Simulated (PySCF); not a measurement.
## Dipole response of Hf²⁺ (hafnium, charge +2)

[Xe] 4f14 5d2, high-spin 3F determinant. All numbers are calculated (PySCF 2.14, a scalar-relativistic core potential, in aug-cc-pVTZ-PP with one added diffuse shell each of s, p, d, f, g type with ECP60MDF (7s7p6d4f3g, 113 functions)). Coupled (time-dependent) response in atomic units; α is the mean over directions.

| method | mean α (bohr³) | C₆ (like pair) | S(−4) |
| --- | --- | --- | --- |
| CAM-B3LYP | 14.71 | 72.56 | 185.6 |

S(−4) is the Cauchy moment in α(ω) = α(0) + S(−4) ω² + …

Spin-orbit coupling is absent.

α(iu) at CAM-B3LYP:

```tsv
u (hartree)	α(iu) (bohr³)
0	14.71
0.0500	14.27
0.100	13.19
0.200	10.69
0.300	8.781
0.500	6.413
0.750	4.722
1.00	3.659
1.50	2.384
2.00	1.659
3.00	0.9132
5.00	0.3822
```

A single London oscillator, α(iu) = α/(1 + u²/ω²), gives C₆ = (3/4) ω α². Matching the computed C₆ needs ω = 4 × 72.56 / (3 × 14.71²) = 0.447 hartree.

For an ion, C₆ is the dispersion term alone; charge-induced terms of lower order in 1/R come first.

Energies and moments cover only the electrons outside the core potential. Spin-orbit coupling, absent here, splits the open shell strongly.
